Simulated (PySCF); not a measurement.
Be(NMe2)(SiH3) (C2H9BeNSi), SMILES C[N]([Be][SiH3])C.

Geometry optimised at B3LYP-D3(BJ)/def2-SVP. Other conformers were not sampled.

Two levels are set side by side: PBE/def2-TZVP (PySCF) and HF/def2-TZVP (PySCF). Same geometry, gas phase. Differences are taken from unrounded values.

```
quantity                       PBE
---------------------------  -----
orbital gap (eV)              3.74
highest occupied level (eV)  -5.30
lowest empty level (eV)      -1.57
dipole moment (D)             2.23
mean polarisability (bohr³)   87.5
```

Problem. These are the PBE values. What does HF give? (Estimate from the structure and the level; the computed values follow.)

Solution. 
```
quantity                        HF  PBE minus HF
---------------------------  -----  ------------
orbital gap (eV)             11.32         -7.58
highest occupied level (eV)  -9.52          4.22
lowest empty level (eV)       1.79         -3.36
dipole moment (D)             1.97          0.26
mean polarisability (bohr³)   75.1          12.4
```

Without exact exchange PBE keeps part of each electron's self-repulsion, which lifts occupied levels and narrows the gap. PBE's more diffuse valence density responds more strongly to a field. Differences between two approximate levels are no errors against the true value.

Rough cost on one machine, each run with all the roots and properties that it gave: HF against PBE about 1/4.
